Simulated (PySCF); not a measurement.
C₆H₈FSi (charge +1).
Cartesian coordinates in Å at the GFN2-xTB level; atoms count from 1:
```
atom  x, y, z in Å
F1    -2.6801    1.5321    0.2499
C2    -2.4803    0.2072   -0.0689
C3    -0.9959   -0.0193   -0.0468
C4    -0.4125   -1.2135   -0.3312
C5     0.9960   -1.4864   -0.3304
C6     1.9821   -0.6137   -0.0659
C7     1.8364    0.8332    0.2915
Si8    0.0501    1.4430    0.3921
H9    -2.9186    0.0394   -1.0581
H10   -3.0123   -0.3913    0.6776
H11   -1.0534   -2.0487   -0.5848
H12    1.2713   -2.5025   -0.5736
H13    3.0046   -0.9619   -0.1089
H14    2.3703    0.9974    1.2348
H15    2.4148    1.4145   -0.4367
H16   -0.3801    2.7793    0.7478
```

NICS is the negative of the GIAO shielding at a point without a nucleus: at the ring centre (0) and 1 Å above and below it (1); zz is the component along the ring normal. Level: GIAO PBE0/pcSseg-1 (PySCF, non-relativistic, gas phase) on the GFN2-xTB geometry, one conformer.

Ring bond lengths (Å), with Mayer bond orders in brackets: C3–C4 1.359 (1.52), C4–C5 1.435 (1.25), C5–C6 1.343 (1.75), C6–C7 1.498 (1.08), C7–Si8 1.890 (0.95), Si8–C3 1.851 (1.13).

Problem. Give the NICS values of each ring in ppm.

Solution. 
```
              ring                                                      type  NICS(0)  NICS(1), two faces  NICS(1)zz, two faces  rms pucker (Å)  centre to ring atoms, mean (Å)
C3–C4–C5–C6–C7–Si8  6-membered ring with Si; formal bonds 2 double, 4 single      0.6         -2.9 / -2.9           -4.7 / -4.8            0.01                            1.55
```

Problem. What can be read from them?

Solution. 
- C3–C4–C5–C6–C7–Si8: mean NICS(1)zz -4.7 ppm, shielded. C7 has four or more neighbours, and the NICS criterion for π rings isn't applied.

Problem. What are the shieldings of the ring atoms and their hydrogens in the same run (means over atoms taken as equivalent)?

Solution. 
```
   atoms                      environment  σ isotropic (ppm)
      C3  fully substituted alkene carbon               15.3
      C4                 alkene CH carbon               20.2
      C5                 alkene CH carbon               53.4
      C6                 alkene CH carbon               19.4
      C7      sp3 carbon bound to silicon              146.3
     Si8      silicon bonded to 2 C and H               87.7
     H11                 vinylic hydrogen              22.90
     H12                 vinylic hydrogen              23.97
     H13                 vinylic hydrogen              23.61
H14 (×2)               methylene hydrogen              28.01
     H16                    Si–H hydrogen              23.12
```
